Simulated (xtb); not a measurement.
xtb input (GFN1-xTB):

```bash
xtb mol.xyz --gfn 1 --sp --chrg 0 --uhf 0
```
mol.xyz:
```
3

Cd     0.00000000     0.00000000     0.00000000
Br     0.00000000     0.00000000     2.42492818
Br    -0.00000000    -0.00000000    -2.42492818
```

Output:

```
           -------------------------------------------------
          |                Calculation Setup                |
           -------------------------------------------------

           -------------------------------------------------
          |                 G F N 1 - x T B                 |
           -------------------------------------------------

        Reference                      10.1021/acs.jctc.7b00118
      * Hamiltonian:
        H0-scaling (s, p, d)           1.850000    2.250000    2.000000
        zeta-weighting                 0.000000
      * Dispersion:
        s8                             2.400000
        a1                             0.630000
        a2                             5.000000
        s9                             0.000000
      * Repulsion:
        kExp                           1.500000
        rExp                           1.000000
      * Coulomb:
        alpha                          2.000000
        third order                    atomic
        anisotropic                    false
      * Halogen bond correction:
        rad-scale                      1.300000
        damping                        0.440000

          ...................................................
          :                      SETUP                      :
          :.................................................:
          :  # basis functions                  24          :
          :  # atomic orbitals                  22          :
          :  # shells                            8          :
          :  # electrons                        16          :
          :  # halogen bonds                     0          :
          :  max. iterations                   250          :
          :  Hamiltonian                  GFN1-xTB          :
          :  restarted?                      false          :
          :  GBSA solvation                  false          :
          :  PC potential                    false          :
          :  electronic temp.          300.0000000     K    :
          :  accuracy                    1.0000000          :
          :  -> integral cutoff          0.2500000E+02      :
          :  -> integral neglect         0.1000000E-07      :
          :  -> SCF convergence          0.1000000E-05 Eh   :
          :  -> wf. convergence          0.2000000E-04 e    :
          :  Broyden damping             0.4000000          :
          :  net charge                          0          :
          :  unpaired electrons                  0          :
          ...................................................

 iter      E             dE          RMSdq      gap      omega  full diag
   1     -8.5828912 -0.858289E+01  0.641E+00    3.49       0.0  T
   2     -8.6673882 -0.844971E-01  0.377E+00    4.62       1.0  T
   3     -8.6890813 -0.216931E-01  0.165E+00    4.26       1.0  T
   4     -8.6890565  0.248273E-04  0.409E-01    4.13       1.0  T
   5     -8.6896320 -0.575552E-03  0.305E-02    4.20       1.9  T
   6     -8.6896352 -0.320454E-05  0.889E-04    4.19      65.0  T
   7     -8.6896352  0.811374E-09  0.770E-04    4.19      75.0  T
   8     -8.6896352 -0.152130E-08  0.107E-07    4.19  100000.0  T
   9     -8.6896352  0.000000E+00  0.586E-08    4.19  100000.0  T

   *** convergence criteria satisfied after 9 iterations ***

         #    Occupation            Energy/Eh            Energy/eV
      -------------------------------------------------------------
         1        2.0000           -0.6677705             -18.1710
         2        2.0000           -0.6650950             -18.0982
         3        2.0000           -0.4961593             -13.5012
         4        2.0000           -0.4141482             -11.2695
         5        2.0000           -0.4141482             -11.2695
         6        2.0000           -0.4079680             -11.1014
         7        2.0000           -0.4034992             -10.9798
         8        2.0000           -0.4034992             -10.9798 (HOMO)
         9                         -0.2493526              -6.7852 (LUMO)
        10                         -0.1188248              -3.2334
        11                         -0.1188248              -3.2334
        12                         -0.0541754              -1.4742
        13                         -0.0541754              -1.4742
       ...                                ...                  ...
        22                          0.3771694              10.2633
      -------------------------------------------------------------
                  HL-Gap            0.1541466 Eh            4.1945 eV
             Fermi-level           -0.3264259 Eh           -8.8825 eV

 SCC (total)                   0 d,  0 h,  0 min,  0.002 sec
 SCC setup                      ...        0 min,  0.000 sec (  2.989%)
 Dispersion                     ...        0 min,  0.000 sec (  1.209%)
 classical contributions        ...        0 min,  0.000 sec (  0.553%)
 integral evaluation            ...        0 min,  0.001 sec ( 23.998%)
 iterations                     ...        0 min,  0.001 sec ( 41.098%)
 molecular gradient             ...        0 min,  0.001 sec ( 24.124%)
 printout                       ...        0 min,  0.000 sec (  5.650%)

         :::::::::::::::::::::::::::::::::::::::::::::::::::::
         ::                     SUMMARY                     ::
         :::::::::::::::::::::::::::::::::::::::::::::::::::::
         :: total energy              -8.673409561024 Eh    ::
         :: gradient norm              0.003130099151 Eh/a0 ::
         :: HOMO-LUMO gap              4.194543380765 eV    ::
         ::.................................................::
         :: SCC energy                -8.689635243569 Eh    ::
         :: -> electrostatic           0.011451571586 Eh    ::
         :: repulsion energy           0.017321771024 Eh    ::
         :: dispersion energy         -0.001096088479 Eh    ::
         :: halogen bond corr.         0.000000000000 Eh    ::
         :: add. restraining           0.000000000000 Eh    ::
         :: total charge               0.000000000000 e     ::
         :::::::::::::::::::::::::::::::::::::::::::::::::::::

           -------------------------------------------------
          |                Property Printout                |
           -------------------------------------------------

    * Orbital Energies and Occupations

         #    Occupation            Energy/Eh            Energy/eV
      -------------------------------------------------------------
         1        2.0000           -0.6677705             -18.1710
         2        2.0000           -0.6650950             -18.0982
         3        2.0000           -0.4961593             -13.5012
         4        2.0000           -0.4141482             -11.2695
         5        2.0000           -0.4141482             -11.2695
         6        2.0000           -0.4079680             -11.1014
         7        2.0000           -0.4034992             -10.9798
         8        2.0000           -0.4034992             -10.9798 (HOMO)
         9                         -0.2493526              -6.7852 (LUMO)
        10                         -0.1188248              -3.2334
        11                         -0.1188248              -3.2334
        12                         -0.0541754              -1.4742
        13                         -0.0541754              -1.4742
        14                         -0.0539984              -1.4694
        15                         -0.0539984              -1.4694
        16                         -0.0530824              -1.4444
        17                         -0.0530824              -1.4444
        18                         -0.0514876              -1.4010
Note: The following floating-point exceptions are signalling: IEEE_DENORMAL
normal termination of xtb
        19                          0.0189461               0.5156
       ...                                ...                  ...
        22                          0.3771694              10.2633
      -------------------------------------------------------------
                  HL-Gap            0.1541466 Eh            4.1945 eV
             Fermi-level           -0.3264259 Eh           -8.8825 eV

  Mulliken/CM5 charges         n(s)   n(p)   n(d)
     1Cd    0.33499  0.42462   1.131  0.534  0.000
     2Br   -0.16749 -0.21231   1.919  5.251 -0.003
     3Br   -0.16749 -0.21231   1.919  5.251 -0.003

Wiberg/Mayer (AO) data.
largest (>0.10) Wiberg bond orders for each atom

 ---------------------------------------------------------------------------
     #   Z sym  total        # sym  WBO       # sym  WBO       # sym  WBO
 ---------------------------------------------------------------------------
     1  48 Cd   1.955 --     2 Br   0.978     3 Br   0.978
     2  35 Br   1.261 --     1 Cd   0.978     3 Br   0.283
     3  35 Br   1.261 --     1 Cd   0.978     2 Br   0.283
 ---------------------------------------------------------------------------

Topologies differ in total number of bonds
Writing topology from bond orders to xtbtopo.mol

 dipole moment from electron density (au)
     X       Y       Z
   0.0000  -0.0000   0.0000  total (Debye):    0.000

           -------------------------------------------------
          | TOTAL ENERGY               -8.673409561024 Eh   |
          | GRADIENT NORM               0.003130099151 Eh/α |
          | HOMO-LUMO GAP               4.194543380765 eV   |
           -------------------------------------------------

------------------------------------------------------------------------
------------------------------------------------------------------------
 total:
 SCF:
```
